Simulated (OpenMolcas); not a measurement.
Ti2+ (d2) in a complex was computed by SS-CASPT2, IPEA 0.25 Eh, imaginary shift 0.1 Eh with the d shell active (OpenMolcas, ANO-RCC-VDZP on the metal). Its lowest spin-free states, and all those of the highest spin:

| 2S+1 | Degeneracy | E (cm-1) |
| --- | --- | --- |
| 3 | 1 | 0 |
| 3 | 2 | 5530 |
| 3 | 1 | 6260 |
| 1 | 1 | 8650 |
| 1 | 1 | 8750 |
| 3 | 1 | 9250 |
| 3 | 2 | 9810 |
| 1 | 1 | 14440 |
| 1 | 2 | 14480 |
| 1 | 1 | 15260 |
| 3 | 1 | 15990 |
| 3 | 2 | 16300 |

Q: Is the site octahedral, tetrahedral or cube-like, axial, or of lower symmetry?

A: The states with 2S+1 = 3 have orbital degeneracies 1, 2, 1, 1, 2, 1, 2. There are pairs but no triples, so the site is axial: not cubic, but with a proper or improper axis of order three or more. The run had Ti2+ with 4 ligands (ammonia) in tetrahedral coordination (S4) at 2.15 Å. Ligand basis ANO-RCC-VDZP.

Over all roots computed the reference weight is 0.75 to 0.77; a low but even weight reflects the number of correlated electrons. Ligand-to-metal charge-transfer states are missing. With no ligand orbital active B as a rule stays too high, so bands that hang on it stand too high and its fall with covalency is understated. With one d shell and no ligand orbital active, 10Dq can be off by tens of per cent for divalent 3d ions, low with halides held by bare charges and at times high in hosts. No measured value stands beside these numbers; the geometry is a model, was not optimised and need not be the one that this ion takes.
